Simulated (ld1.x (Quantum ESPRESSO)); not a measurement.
Reading a pseudo-wave (vanadium (V))

Columns: radius, all-electron u(r) and pseudo u(r) of the 4p shell (level -1.44 eV) of vanadium in the configuration [Ar] 3d3 4s2 4p0; PBE, scalar-relativistic, ultrasoft scheme, ld1.x (Quantum ESPRESSO) 7.5.

```tsv
r (bohr)	all-electron	pseudo
0.170	0.1049	0.0037
0.340	-0.0001	0.0146
0.510	-0.1247	0.0324
0.680	-0.1796	0.0561
0.850	-0.1692	0.0850
1.020	-0.1186	0.1178
1.190	-0.0488	0.1533
1.360	0.0267	0.1904
1.530	0.1005	0.2279
1.700	0.1687	0.2647
1.870	0.2299	0.2999
2.040	0.2835	0.3328
2.210	0.3297	0.3630
2.380	0.3690	0.3901
2.550	0.4016	0.4140
2.720	0.4281	0.4345
2.890	0.4489	0.4516
3.060	0.4646	0.4653
3.230	0.4756	0.4756
3.400	0.4824	0.4824
3.570	0.4855	0.4855
3.740	0.4854	0.4854
3.910	0.4825	0.4825
4.080	0.4774	0.4774
4.250	0.4703	0.4703
4.420	0.4616	0.4616
```

Problem. How many radial nodes do the two functions have?

Solution. The all-electron 4p function has n − l − 1 = 2; the pseudo-wave has 0, since the states of the same l below it are removed with the core.

Problem. At about which radius was the pseudo-wave matched?

Solution. 3.40 bohr, where the columns begin to agree (steps of 0.17 bohr).

Problem. Where does each function peak?

Solution. Outermost all-electron maximum near 3.57 bohr, pseudo maximum near 3.57 bohr (to the table’s step).

Problem. Is the pseudo-wave norm-conserving?

Solution. No, it belongs to an ultrasoft set: the norm inside the radius is not constrained, and the difference is carried by the augmentation charge.
